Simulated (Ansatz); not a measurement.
Total energies of the cluster In2As (the lowest doublet isomer of a short search) from Ansatz at r2SCAN-D4/def2-TZVP, gas phase (1 Eh = 27.2114 eV = 2625.5 kJ/mol). The reference geometry is relaxed at PBE-D4/def2-TZVP.

```csv
atom,x (Å),y (Å),z (Å)
In1,1.9279,1.1536,0.4386
In2,-1.7456,-0.6846,-1.3131
As3,-0.1823,-0.4689,0.8744
```

| state | geometry | energy (Eh) |
| --- | --- | --- |
| charge 0 doublet | reference | -2616.32360 |
| charge 1 triplet | reference | -2616.07380 |
| charge 0 quartet | relaxed at PBE-D4/def2-TZVP | -2616.28984 |
| free In atom (doublet) | – | -190.18147 |
| free As atom (quartet) | – | -2235.79940 |

In the def2 sets In takes a core potential; there is no spin–orbit coupling.

(1) Work out the vertical ionisation energy to the triplet.

(2) Which of the charge 0 states is lowest, and how far above it are the others?

(3) What is the binding energy per atom against free atoms?

(1) E(charge 1 triplet) − E(charge 0 doublet) = -2616.07380 − (-2616.32360) = 0.24980 Eh = 6.80 eV. For comparison, −ε of the highest occupied level of the spin that leaves is 4.62 eV at this level, 2.18 eV less.

(2) The doublet. quartet: -2616.28984 − (-2616.32360) = 0.03376 Eh = 88.6 kJ/mol. The quartet differs in its bonds from the reference.

(3) Atoms: 2 × (-190.18147) + 1 × (-2235.79940) = -2616.16234 Eh. Binding: -2616.16234 − (-2616.32360) = 0.16126 Eh = 4.39 eV, or 1.46 eV for each of 3 atoms (no zero-point energy, no counterpoise term).

The structure comes from a short search, and lower isomers may exist.
